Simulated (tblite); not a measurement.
C6H8NOSi (doublet state).
Atom-mapped SMILES: `[H]/[N:8]=[CH:7]\[c:6]1[c:5][cH:4][c:3]([SiH2:2][CH3:1])[o:9]1` (hydrogens: H10, H11, H12 on C1; H13, H14 on Si2; H15 on C4; H16 on C7; H17 on N8)
Bond orders are those of one Lewis drawing.

Computed with GFN2-xTB (tblite), gas phase: L-BFGS steps from a force-field or distance-geometry start until the largest atomic force falls under 0.01 eV/Å.

Step 59: E = -693.5679 eV
```
atom  x, y, z in Å  |  force x, y, z in eV/Å
C1     -2.9610    0.3260   -0.5725   -0.011   0.025  -0.027
Si2    -1.8743   -1.1251   -0.0082   -0.039   0.008   0.020
C3     -0.1920   -0.3944    0.4062    0.024   0.006  -0.029
C4      0.1953    0.4968    1.3865   -0.004   0.031  -0.030
C5      1.5199    0.7888    1.0966    0.026  -0.016   0.050
C6      1.9020    0.0760   -0.0180   -0.019   0.034   0.009
C7      3.1692    0.0700   -0.6960    0.004  -0.088   0.056
N8      4.1841    0.7358   -0.3435   -0.016   0.031  -0.014
O9      0.8329   -0.6546   -0.4370    0.007   0.049  -0.023
H10    -2.8944    1.1561    0.1268   -0.031  -0.008  -0.012
H11    -4.0057    0.0398   -0.6503    0.017  -0.010   0.002
H12    -2.6482    0.6942   -1.5467   -0.009   0.013   0.009
H13    -1.6881   -2.1075   -1.0779    0.014  -0.003   0.050
H14    -2.4122   -1.7078    1.2251   -0.003  -0.049  -0.006
H15    -0.4123    0.8795    2.1799    0.005  -0.033  -0.024
H16     3.2567   -0.5706   -1.5682   -0.004   0.026   0.000
H17     4.0211    1.3092    0.4872    0.039  -0.018  -0.031
```

Step 60: E = -693.5690 eV
```
atom  x, y, z in Å  |  force x, y, z in eV/Å
C1     -2.9695    0.3245   -0.5726   -0.001   0.007  -0.016
Si2    -1.8768   -1.1208   -0.0051   -0.013   0.003  -0.003
C3     -0.1913   -0.3892    0.3985    0.017   0.002  -0.049
C4      0.1993    0.4978    1.3807   -0.002   0.029  -0.026
C5      1.5246    0.7865    1.0925    0.031  -0.004   0.063
C6      1.9045    0.0767   -0.0246   -0.017   0.031   0.015
C7      3.1754    0.0699   -0.6966   -0.023  -0.056   0.060
N8      4.1887    0.7312   -0.3319    0.012   0.018  -0.039
O9      0.8328   -0.6481   -0.4458    0.008   0.014  -0.056
H10    -2.9114    1.1528    0.1292   -0.030   0.002  -0.012
H11    -4.0121    0.0331   -0.6576    0.015  -0.014   0.004
H12    -2.6518    0.6947   -1.5439   -0.008   0.027  -0.005
H13    -1.6963   -2.1135   -1.0667    0.014   0.008   0.048
H14    -2.4044   -1.6984    1.2336   -0.016  -0.054   0.018
H15    -0.4086    0.8770    2.1742   -0.008  -0.010   0.009
H16     3.2667   -0.5593   -1.5760   -0.007   0.005  -0.004
H17     4.0234    1.2973    0.5024    0.028  -0.008  -0.008
```

Step 61: E = -693.5698 eV
```
atom  x, y, z in Å  |  force x, y, z in eV/Å
C1     -2.9756    0.3232   -0.5727    0.011  -0.007  -0.009
Si2    -1.8793   -1.1178   -0.0016    0.013   0.005  -0.007
C3     -0.1911   -0.3846    0.3919    0.006   0.012  -0.055
C4      0.2021    0.4995    1.3756   -0.006   0.017  -0.018
C5      1.5286    0.7847    1.0899    0.022  -0.005   0.056
C6      1.9057    0.0777   -0.0301   -0.013   0.023   0.027
C7      3.1794    0.0689   -0.6960   -0.041  -0.029   0.025
N8      4.1915    0.7272   -0.3235    0.046   0.013  -0.039
O9      0.8318   -0.6422   -0.4542    0.010  -0.003  -0.056
H10    -2.9240    1.1500    0.1308   -0.028   0.016  -0.009
H11    -4.0163    0.0282   -0.6631    0.006  -0.018   0.002
H12    -2.6532    0.6946   -1.5416   -0.011   0.036  -0.012
H13    -1.7007   -2.1167   -1.0569    0.014   0.003   0.034
H14    -2.4000   -1.6939    1.2400   -0.020  -0.049   0.028
H15    -0.4060    0.8757    2.1697   -0.013   0.001   0.026
H16     3.2740   -0.5500   -1.5824   -0.014  -0.008   0.008
H17     4.0263    1.2876    0.5143    0.017  -0.006  -0.001
```

Q: Estimate the geometry and energy of step 62. (The exact step hangs on the optimiser's Hessian estimate; all steps are aligned on step 61, rigid shifts and turns removed.)

A: E = -693.5705 eV, largest force 0.063 eV/Å
```
atom  x, y, z in Å  |  force x, y, z in eV/Å
C1     -2.9794    0.3227   -0.5725    0.011  -0.014   0.002
Si2    -1.8808   -1.1155    0.0010    0.025   0.005   0.000
C3     -0.1904   -0.3808    0.3859   -0.010   0.022  -0.045
C4      0.2038    0.5008    1.3718   -0.014   0.002  -0.007
C5      1.5319    0.7824    1.0901    0.000  -0.008   0.038
C6      1.9063    0.0789   -0.0331    0.010   0.007   0.028
C7      3.1819    0.0676   -0.6946   -0.031   0.011   0.004
N8      4.1938    0.7246   -0.3191    0.050  -0.002  -0.038
O9      0.8317   -0.6378   -0.4609    0.010   0.001  -0.037
H10    -2.9332    1.1491    0.1317   -0.024   0.018  -0.011
H11    -4.0188    0.0247   -0.6666    0.001  -0.022   0.002
H12    -2.6545    0.6942   -1.5401   -0.009   0.043  -0.019
H13    -1.7031   -2.1185   -1.0497    0.014  -0.003   0.021
H14    -2.3982   -1.6922    1.2444   -0.014  -0.038   0.023
H15    -0.4052    0.8740    2.1667   -0.008   0.005   0.025
H16     3.2789   -0.5439   -1.5853   -0.023  -0.032   0.001
H17     4.0287    1.2816    0.5205    0.013   0.004   0.014
```

The energy changes by -0.0007 eV. The first-order estimate −F·Δx gives -0.0010 eV and the mean of the old and new forces, exact on a quadratic surface, -0.0007 eV. The step makes an angle of 77° with the force vector and moves no atom by more than 0.009 Å.

What follows is the cost of the whole relaxation. Hardware: one thread of an AMD EPYC, no GPU, shared host with 64 logical CPUs at a one-minute load of 59. Cost: 1.9 s wall.
